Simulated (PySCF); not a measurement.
Several compounds and their computed core spectra got separated.

Computed, not measured: delta-SCF UKS SCAN, pcX-2 on the ionised atom, pcseg-1 elsewhere, spin-free X2C in PySCF 2.14.0. Geometries: PBE0-D3(BJ)/def2-SVP; isolated species, one conformer each.

Line lists (1s up to Mg, 2p3/2 beyond, nothing for As; areas count atoms within a level, one atom standing for each set equivalent by bonding):
1. C 1s: 290.39 (area 1), 290.46 (area 1), 291.10 (area 2), 291.35 (area 1) eV; N 1s: 404.07 (area 1), 404.50 (area 1) eV; Si 2p3/2: 106.33 eV
2. Si 2p3/2: 112.98 eV; P 2p3/2: 144.18 eV
3. F 1s: 692.79 eV

Structures:
A. `F[As](F)F`
B. `CN(C)[C@H]1CCN[SiH2]1`
C. `[SiH3][PH3+]`

Task: Which list belongs to which compound?

Result: 
- 1 = B: no other candidate has this set of levels. C 1s: 290.39 ring CH2 carbon, 290.46 sp3 carbon bound to nitrogen, 291.10 N-methyl carbon (×2), 291.35 sp3 carbon bound to nitrogen; N 1s: 404.07 silicon-bound nitrogen, 404.50 tertiary amine nitrogen; Si 2p3/2: 106.33 SiH2 silicon.
- 2 = C: no other candidate has this set of levels. Si 2p3/2: 112.98 SiH3 silicon; P 2p3/2: 144.18 phosphorus bonded to Si and 3 H.
- 3 = A: no other candidate has this set of levels. F 1s: 692.79 fluorine bonded to As (×3).

Spin–orbit coupling isn't in the SCF: each 2p doublet comes from a relaxed spin-free hole plus a matrix of the shell (mean-field spin–orbit coupling and the ground-state 2p splitting), with 2p3/2 averaged over its two sublevels.
